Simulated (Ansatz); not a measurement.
`I[SiH]1BC1` and `O[SiH]1BC1` differ in one atom or group.

Ansatz, PBE0-D4/def2-TZVP geometries, multiplicity 1. Each molecule was computed in one conformer, which needn't be the lowest.

Elements past krypton have def2 core potentials.

| property | `I[SiH]1BC1` |
| --- | --- |
| LUMO energy (PBE/def2-TZVPP) / eV | -2.52 |
| HOMO–LUMO gap (B3LYP/def2-TZVPP) / eV | 5.01 |
| LUMO energy (B3LYP/def2-TZVPP) / eV | -1.80 |
| HOMO energy (PBE0/def2-TZVPP) / eV | -7.02 |
| size of the dipole moment (PBE/def2-TZVPP) / D | 1.22 |
| LUMO energy (ωB97M-V/def2-TZVPP) / eV | 0.28 |

**Question.** What does the change do to each property? (Best estimate.)

**Answer.** The calculation gave: 
| property | `O[SiH]1BC1` | shift |
| --- | --- | --- |
| LUMO energy (PBE/def2-TZVPP) / eV | -2.19 | 0.33 |
| HOMO–LUMO gap (B3LYP/def2-TZVPP) / eV | 5.16 | 0.15 |
| LUMO energy (B3LYP/def2-TZVPP) / eV | -1.46 | 0.34 |
| HOMO energy (PBE0/def2-TZVPP) / eV | -6.83 | 0.19 |
| size of the dipole moment (PBE/def2-TZVPP) / D | 2.47 | 1.25 |
| LUMO energy (ωB97M-V/def2-TZVPP) / eV | 0.65 | 0.37 |

With PBE0 the HOMO rises by 0.19 eV and the LUMO rises by 0.35 eV, so the gap widens by about 0.16 eV. PBE moves the HOMO by 0.22 eV and ωB97M-V by 0.12 eV. The zero-point energy changes by 34.7 kJ/mol with +3 modes. Dipoles are sizes alone; their direction can turn.

B3LYP here is the variant with VWN-RPA as its local correlation; programs differ in this.

Spin–orbit coupling is left out; it splits and shifts lone-pair levels of the heavy atoms by tenths of an eV.
